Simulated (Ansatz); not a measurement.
C4H3F5 (`F/C(=C/C(F)F)C(F)F`), 12 atoms. The species carries charge 0 and has multiplicity 1. Hardware: A = 2 threads of an AMD EPYC 7R13 on a shared host; B = 2 threads of an AMD EPYC 7R13 on a shared host and a share of an NVIDIA H100 80 GB. Correlated methods freeze the cores. Open-shell runs search over several starts.

(1) Give the basis size and wall time and peak host memory of each of these runs in Ansatz. RKS ωB97X-V/def2-TZVPP energy [B]; UKS ωB97X-V/def2-TZVPP energy of the cation [B]; UKS B2PLYP (frozen core)/def2-TZVPP energy of the cation [B]; UHF-MP2/def2-QZVPP energy of the cation [B]; RHF-CCSD(T)/def2-TZVPP energy [B]; UKS PBE-D4/def2-TZVPP energy of the cation [B]; RKS PBE0-D4/def2-SVP energy [A]; RKS PBE0-D4/def2-TZVP relaxation (34 steps) [B]; UKS ωB97M-V/def2-TZVPP energy of the cation [B]; RHF-CCSD(T)/def2-SVP energy [B]; UKS B3LYP-D4/def2-TZVPP energy of the cation [B]; UKS PBE0-D4/def2-TZVPP energy of the cation [B]. (Estimate.)

Results:

(1) Ansatz gave: Other jobs shared the machine, so times are rough.

```
                              level                        job  functions  wall time  peak host memory (GiB)
               RKS PBE0-D4/def2-SVP                 energy [A]        141        3 s                    0.65
               RHF-CCSD(T)/def2-SVP                 energy [B]        141      8.5 s                    0.77
             RKS ωB97X-V/def2-TZVPP                 energy [B]        321       10 s                    0.91
            UKS B3LYP-D4/def2-TZVPP   energy of the cation [B]        321       16 s                     0.9
UKS B2PLYP (frozen core)/def2-TZVPP   energy of the cation [B]        321       17 s                     1.5
                 UHF-MP2/def2-QZVPP   energy of the cation [B]        603       18 s                     1.3
             UKS ωB97X-V/def2-TZVPP   energy of the cation [B]        321       20 s                       1
             RHF-CCSD(T)/def2-TZVPP                 energy [B]        321       20 s                    0.83
             UKS ωB97M-V/def2-TZVPP   energy of the cation [B]        321       21 s                     1.1
             UKS PBE0-D4/def2-TZVPP   energy of the cation [B]        321       23 s                     0.9
              UKS PBE-D4/def2-TZVPP   energy of the cation [B]        321       32 s                     1.4
              RKS PBE0-D4/def2-TZVP  relaxation (34 steps) [B]        297       64 s                    0.92
```

B3LYP here is the variant with VWN-RPA as its local correlation; programs differ in this.
